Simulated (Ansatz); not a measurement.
Spectroscopic constants of LuH, closed-shell singlet (lowest of 2S+1 = 1, 3 at CCSD(T)/def2-TZVPP on PBE0 minima; our sources give no spin for the ground state, which may be another). No spin–orbit coupling.

Constants: fifth-degree fit in 1/R to seven points, most abundant isotopes. Runs in def2 and cc sets follow the lowest solution found near the PBE0 minimum. The singlet is held restricted. HF and MP2 rows in def2 and cc sets belong to the determinant that coupled cluster picked by its CCSD energy.

Correlated levels freeze the inner cores; with def2 sets outer-core shells near the valence are correlated too. CBS(a, b) extrapolates the correlation energy as X⁻³ and adds the Hartree–Fock energy of set b.

The values were computed with Ansatz (Gaussian basis) for Hartree–Fock, density functionals and correlated methods. Values without a source in brackets are computed. In def2 rows elements past Kr take small-core potentials, without spin–orbit coupling.

```json
[
 {"level": "SVWN5/def2-TZVPP", "r_e (Å)": "1.884", "ω_e (cm⁻¹)": "1511", "ω_e x_e (cm⁻¹)": "21", "dipole (D)": "1.66"},
 {"level": "B3LYP/def2-TZVPP", "r_e (Å)": "1.904", "ω_e (cm⁻¹)": "1506", "ω_e x_e (cm⁻¹)": "20", "dipole (D)": "1.80"},
 {"level": "wB97M-V/def2-TZVPP", "r_e (Å)": "1.906", "ω_e (cm⁻¹)": "1516", "ω_e x_e (cm⁻¹)": "19", "dipole (D)": "1.76"},
 {"level": "MP2/def2-TZVPP", "r_e (Å)": "1.862", "ω_e (cm⁻¹)": "(withheld)", "ω_e x_e (cm⁻¹)": "18", "dipole (D)": "-"},
 {"level": "MP2/CBS(def2-TZVPP, def2-QZVPP)", "r_e (Å)": "1.863", "ω_e (cm⁻¹)": "1567", "ω_e x_e (cm⁻¹)": "19", "dipole (D)": "-"},
 {"level": "SCS-MP2/def2-QZVPP", "r_e (Å)": "1.882", "ω_e (cm⁻¹)": "1553", "ω_e x_e (cm⁻¹)": "19", "dipole (D)": "-"},
 {"level": "CCSD(T)/def2-QZVPP", "r_e (Å)": "1.899", "ω_e (cm⁻¹)": "1520", "ω_e x_e (cm⁻¹)": "19", "dipole (D)": "-"},
 {"level": "CCSD(T)/CBS(def2-TZVPP, def2-QZVPP)", "r_e (Å)": "(withheld)", "ω_e (cm⁻¹)": "(withheld)", "ω_e x_e (cm⁻¹)": "18", "dipole (D)": "-"}
]
```

Some entries are withheld; supply them.


- CCSD(T)/CBS(def2-TZVPP, def2-QZVPP), r_e (Å): 1.901
- CCSD(T)/CBS(def2-TZVPP, def2-QZVPP), ω_e (cm⁻¹): 1510
- MP2/def2-TZVPP, ω_e (cm⁻¹): 1581

Doubts at one or more of the structures used: a restricted determinant that unrestricted orbitals would lower (MP2/def2-TZVPP, MP2/CBS(def2-TZVPP, def2-QZVPP), SCS-MP2/def2-QZVPP, CCSD(T)/def2-QZVPP, CCSD(T)/CBS(def2-TZVPP, def2-QZVPP)).

Ansatz is a first-principles code.
